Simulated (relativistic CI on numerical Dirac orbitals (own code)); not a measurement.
## L2,3 absorption of cobalt in several valence states

Computed multiplet spectra 2p⁶3dⁿ → 2p⁵3dⁿ⁺¹ (Dirac-Coulomb-Breit ions, Slater integrals scaled by 0.7, an assumed crystal field that grows with the charge, no charge transfer; 300 K; Lorentzian 0.4 eV and Gaussian 0.3 eV FWHM at both edges, so that L2 comes out sharper than in experiment). Peaks over 5 % are given in eV from the highest peak in the L3 region of each spectrum (height, largest 100). S of the lowest state is read from ⟨S²⟩, and the branching ratio is the share of L3, cut at the minimum between the edges.

Field parameters in Wybourne normalisation: Oh B⁴₀ = 21Dq, B⁴₄ = √(5/14) B⁴₀. The field is a parameter set, without covalency.

- Co²⁺ (d7, Oh, 10Dq = 13450 cm⁻¹): S = 1.50, high spin, branching ratio 0.81; peaks -3.3 (66), -1.3 (99), 0.0 (100), 1.2 (21), 12.4 (7), 13.6 (25), 14.3 (25), 14.9 (25), 15.9 (8)
- Co³⁺ (d6, Oh, 10Dq = 17400 cm⁻¹): S = 0.05, low spin, branching ratio 0.68; peaks -2.1 (8), 0.0 (100), 1.3 (19), 2.0 (33), 14.4 (49), 15.6 (14)
- Co⁴⁺ (d5, Oh, 10Dq = 21300 cm⁻¹): S = 2.49, high spin, branching ratio 0.76; peaks -2.7 (39), 0.0 (100), 1.5 (22), 3.6 (7), 12.7 (13), 14.5 (9), 15.4 (17), 16.9 (13)
- Co⁵⁺ (d4, Oh, 10Dq = 25250 cm⁻¹): S = 1.38, low spin, branching ratio 0.74; peaks -4.1 (29), -2.5 (48), -0.8 (82), 0.0 (100), 1.0 (81), 12.0 (19), 13.0 (30), 13.8 (33), 14.3 (39), 15.4 (25), 17.1 (10), 18.3 (7)

The centroid of the whole edge, which also moves with the branching ratio, lies at 783.9 (Co²⁺), 788.5 (Co³⁺), 790.9 (Co⁴⁺), 795.1 (Co⁵⁺) eV in this ionic model, in steps of 2.4 to 4.6 eV. Compounds show about 1 to 2 eV a unit and lower energies for the high valences, since ligands screen the charge. The multiplet shape follows the d count and the spin state, and so serves as a fingerprint of valence. Real compounds of Co⁴⁺ are mostly low spin, since covalency shrinks the Slater integrals more than this scale does. Co⁵⁺ lies at a spin crossover.
